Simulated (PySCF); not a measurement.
Simulation results for AlBGeH4O

All values are calculated (PySCF 2.14.0). Calculation on a computer-drawn molecule: the log of a Hartree-Fock and frozen-core CCSD(T) single point meant for a local Hartree-Fock minimum, with one planted fault or none, to be diagnosed. Offsets are logged minus clean, where the clean run is the same molecule without the fault. The reference is restricted for singlets and unrestricted otherwise, and also for a bond in bohr or an excited solution. Adding or removing an electron swaps singlet and doublet. The excited solution moves the top pair (singlet) or top alpha electron (doublet) to the lowest empty orbital. Highest occupied and lowest empty are orbital energies over both spins, largest force is the largest gradient component, triples share is (T) over the correlation energy, the T1 limit is 0.02 restricted and 0.045 unrestricted, electrons count all cores, a negative frequency is imaginary (commonest isotopes), and the dipole is about the centre of nuclear charge; on germanium a core potential holds 10 electrons, which the energies leave out, and 3d is frozen in MP2 and coupled-cluster steps.

### AlBGeH4O

Logged structure:
```xyz
8
AlBGeH4O
Al    -2.2822     1.6368     1.1626
O     -0.9553     1.1435     0.2389
B     -0.0035     0.8078    -0.6492
Ge     1.8149    -0.1314    -0.0461
H     -2.2477     3.0818     1.7753
H     -3.4468     0.6068     1.3803
H     -0.1746     1.0831    -1.8203
H      1.2385    -1.5811    -0.3399
```

```
meant charge                                : 0
meant multiplicity                          : 1
meant basis                                 : cc-pV(D+d)Z
meant basis and core potential on germanium : cc-pVDZ-PP ECP10MDF
logged electrons                            : 62
logged basis functions                      : 94
logged SCF converged                        : yes
logged spin squared                         : 2.0215
logged highest occupied                     : -7.4209 eV
logged lowest empty                         : 0.28423 eV
logged largest force                        : 0.029767 hartree/bohr
logged T1 diagnostic                        : 0.020496
logged D1 diagnostic                        : 0.07118
logged triples share                        : 0.026929
logged CC converged                         : yes
logged dipole magnitude                     : 2.1053 debye
logged SCF stable within its kind           : yes
logged energy HF                            : -637.19558 hartree
logged energy CCSD(T)                       : -637.64254 hartree
possible faults                             : no fault, one electron removed, one electron added, multiplicity raised by two, geometry at a saddle point, SCF held on an excited solution, minimal basis STO-3G, one bond length entered in bohr, all coordinates scaled
planted fault                               : multiplicity raised by two
HF energy offset from clean run             : 12.4 kcal/mol
CCSD(T) energy offset from clean run        : 21.91 kcal/mol
```

Drawn bonds:
```
atom  other atom  order
   1           2      1
   2           3      1
   3           4      1
   1           5      1
   1           6      1
   3           7      1
   4           8      1
```
